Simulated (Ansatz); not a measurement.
## Ansatz (development build ahead of 0.2.0) run

```yaml
crystal:
  periodic: [false, false, false]
  atoms:
    - { symbol: C, position_ang: [0.0, 0.705, 0.0] }
    - { symbol: C, position_ang: [-1.34099, 1.14071, 0.0] }
    - { symbol: C, position_ang: [-2.16977, 0.0, 0.0] }
    - { symbol: C, position_ang: [-1.34099, -1.14071, 0.0] }
    - { symbol: C, position_ang: [0.0, -0.705, 0.0] }
    - { symbol: C, position_ang: [1.34099, 1.14071, 0.0] }
    - { symbol: C, position_ang: [2.16977, 0.0, 0.0] }
    - { symbol: C, position_ang: [1.34099, -1.14071, 0.0] }
    - { symbol: H, position_ang: [-1.67627, 2.17261, 0.0] }
    - { symbol: H, position_ang: [-3.25477, 0.0, 0.0] }
    - { symbol: H, position_ang: [-1.67627, -2.17261, 0.0] }
    - { symbol: H, position_ang: [1.67627, 2.17261, 0.0] }
    - { symbol: H, position_ang: [3.25477, 0.0, 0.0] }
    - { symbol: H, position_ang: [1.67627, -2.17261, 0.0] }
basis:
  gaussian: { orbitals: def2-SVP }
magnetization:
  spin_polarized: true
hamiltonian:
  xc: pbe0
```

The input is written out in the form of the current development build from the run's settings.

The run gave:

```
Converged                       : yes
Total energy                    : -307.77490 hartree
Spin squared of the determinant : 1.097
Stability test                  : minimum
```

Caution: the unrestricted determinant is a mixture of spin states.
